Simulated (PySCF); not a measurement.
# Excitation energy of Os by level of theory

Os [Xe] 4f14 5d6 6s2 (5D) → Os [Xe] 4f14 5d7 6s1 (5F), as a difference of total energies. All numbers are calculated (PySCF 2.14, the spin-free X2C one-electron Hamiltonian (Gaussian nucleus), in ANO-RCC-VTZP). Correlated levels: valence: [Xe] 4f14 frozen. The calculations carry no spin-orbit coupling.

```tsv
method	excitation energy (eV)
UHF	0.676
LDA	0.546
PBE	0.428
PBE0	0.405
r2SCAN	0.346
MP2 (valence)	0.557
SCS-MP2 (valence)	0.571
```

Errors of the correlated levels include the incompleteness of this basis and the frozen core.

Question: Which method comes closest to the reference value, and which is furthest?

Answer: The reference is 0.798 eV (measured; NIST levels, between the centres of gravity of the two terms). Closest: UHF (error -0.122 eV); furthest: r2SCAN (error -0.452 eV).
